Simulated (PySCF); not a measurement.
**Working out the ionisation energy of Cr⁺**

Cr⁺ [Ar] 3d5 (6S) → Cr²⁺ [Ar] 3d4 (5D). All numbers are calculated (PySCF 2.14, scalar relativity by spin-free X2C-1e, in x2c-TZVPall). Frozen: [Ar]. Energies in hartree (1 hartree = 27.21139 eV):

```tsv
part	Cr⁺ (lower)	Cr²⁺ (upper)
UHF	-1049.422419	-1048.869936
MP2 opposite-spin	0.000000	0.000000
MP2 same-spin	-0.062346	-0.031199
```

Task: What does Hartree-Fock give?

Result: (-1048.869936) − (-1049.422419) = 0.552483 hartree = 15.034 eV.

Task: What do MP2 and SCS-MP2 (6/5 opposite-spin, 1/3 same-spin) give?

Result: The opposite-spin parts differ by 0.000 eV and the same-spin parts by 0.848 eV. MP2: 15.034 + (0.000) + (0.848) = 15.882 eV. SCS-MP2: 15.034 + 1.2 × (0.000) + (0.848)/3 = 15.317 eV.

Reference: 16.486 eV (measured; NIST Atomic Spectra Database, ionization energies), between the lowest levels; spin-orbit coupling is absent from the calculation.

What remains against the reference includes basis incompleteness, the frozen core and correlation beyond second order.
